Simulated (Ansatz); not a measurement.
`SC[SiH2][SeH]` + CH₃OH → `OC[SeH]` + `[SiH3]CS`  (formal exchange of groups at the Se–Si bond)

Gas-phase electronic energies from Ansatz, PBE0-D4/def2-TZVP geometries. CBS: MP2 limit from def2 TZ/QZ plus the TZ coupled-cluster correction, frozen cores. This one scheme is used for every species. Functionals use def2-TZVPP. HSE06 is defined as in plane-wave codes. For Se outer-core shells are correlated without core-valence functions, which leaves a few kJ/mol of doubt a bond. Scalar relativity is left out up to krypton. Each species was taken in one conformer, which may not be the lowest.

`SC[SiH2][SeH]`:

Z-matrix (Å, degrees):
```
C
Si 1 1.879
S 1 1.807 2 110.9
H 1 1.093 2 109.8 3 -123.0
H 1 1.094 2 106.4 3 120.0
Se 2 2.275 1 113.0 3 49.5
H 2 1.486 1 107.6 3 172.7
H 2 1.483 1 110.4 3 -66.8
H 3 1.344 1 97.1 2 163.9
H 6 1.470 2 93.0 1 62.5
```

CH₃OH:

Cartesian coordinates in Å:
```
C -0.156 -0.163 0.275
O 0.866 0.509 -0.423
H 0.222 -0.368 1.277
H -0.422 -1.120 -0.191
H -1.065 0.444 0.372
H 0.556 0.698 -1.311
```

`OC[SeH]`:

```xyz
7

O     0.738   -1.175   -0.308
C    -0.152   -0.127   -0.508
Se    0.349    1.570    0.361
H     0.831   -1.329    0.636
H    -1.170   -0.354   -0.182
H    -0.160    0.089   -1.575
H    -0.437    1.326    1.577
```

`[SiH3]CS`:

```xyz
9

Si   -0.226   -0.520    0.919
C     0.375   -0.144   -0.819
S     0.572    1.640   -1.081
H     0.775   -0.052    1.910
H    -0.451   -1.982    1.093
H    -1.512    0.193    1.147
H     1.373   -0.568   -0.957
H    -0.270   -0.579   -1.585
H    -0.637    2.012   -0.628
```

Is it downhill or uphill in electronic energy at CCSD(T)/CBS, and by how much? (An estimate is asked.)

Ansatz gave: Uphill: ΔE = +23.7 kcal/mol.

What do these levels give: PBE-D4, BLYP-D4, B97M-V, HSE06-D4, BHLYP-D4, ωB97M-V, B2PLYP, PBE-QIDH, r2SCAN, LC-ωPBE, CCSD/def2-SVP, HF/def2-QZVPP? (An estimate is asked.)

Computed: PBE-D4 21.6, BLYP-D4 20.8, B97M-V 22.5, HSE06-D4 23.3, BHLYP-D4 24.2, ωB97M-V 22.8, B2PLYP 22.0, PBE-QIDH 23.8, r2SCAN 22.2, LC-ωPBE 23.2, CCSD/def2-SVP 22.4, HF/def2-QZVPP 23.6 kcal/mol.

Largest T1 diagnostic among the species: 0.011.

At CCSD(T), def2-SVP lies −1.8 kcal/mol from the extrapolated value and def2-TZVPP −1.4 kcal/mol. From BLYP to BHLYP (50 % exact exchange), in def2-TZVPP and without D4, ΔE moves by +3.1 kcal/mol.
